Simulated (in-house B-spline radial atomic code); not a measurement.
Configurations of Ti7+, with energies counted from [Ne] 3s2 (3p1/2)2 (3p3/2)1. All numbers are computed (Dirac-Hartree-Fock, average of each configuration as written; Fermi nucleus of rms radius 3.5921 fm) with a B-spline radial code for spherical atoms, not measured. Energies include first-order Breit, QED and recoil terms.

Occupations are held fixed; configurations that lie above the ionisation limit could autoionise.

```
             configuration  E - E(ref) (eV)  highest orbital  its <r> (bohr)
         [Ne] 3s2 (3p3/2)3           1.6761            3p3/2           0.946
     [Ne] 3s2 (3p3/2)2 5s1           117.29            5s1/2           3.348
[Ne] 3s1 (3p3/2)3 (4p1/2)1           117.96            4p1/2           2.059
[Ne] 3s2 (3p3/2)2 (5g9/2)1           131.55            5g9/2           3.423
     [Ne] 3s2 (3p1/2)2 6s1           133.55            6s1/2           5.122
[Ne] 3s1 (3p3/2)3 (6g7/2)1           169.78            6g7/2           5.478
```

Problem. Order these further configurations by energy, lowest first.
A. [Ne] 3s2 (3p1/2)1 (3p3/2)1 (6f5/2)1
B. [Ne] 3s2 (3p1/2)1 (3p3/2)2
C. [Ne] 3s2 (3p1/2)2 (7d5/2)1
D. [He] 2s2 (2p1/2)1 (2p3/2)4 3s2 (3p1/2)2 (3p3/2)1 (6g7/2)1
E. [Ne] 3s2 (3p1/2)2 7s1

Solution. B (-0.044691 eV), A (140.32 eV), E (143.04 eV), C (146.27 eV), D (596.78 eV).

Problem. How far above the reference does [Ne] 3s1 (3p1/2)2 (3p3/2)1 (5d3/2)1 lie?

Solution. 152.97 eV; its least bound orbital is 5d3/2 with <r> = 3.794 bohr.

Problem. How far above the reference does [Ne] 3s1 (3p1/2)1 (3p3/2)2 (7d5/2)1 lie?

Solution. 172.92 eV; its least bound orbital is 7d5/2 with <r> = 8.091 bohr.

Problem. Is the reference the lowest configuration at this level of theory?

Solution. No: [Ne] 3s2 (3p1/2)1 (3p3/2)2 lies 0.04469 eV lower. Averages of configurations without correlation can order differently from the measured ground levels.
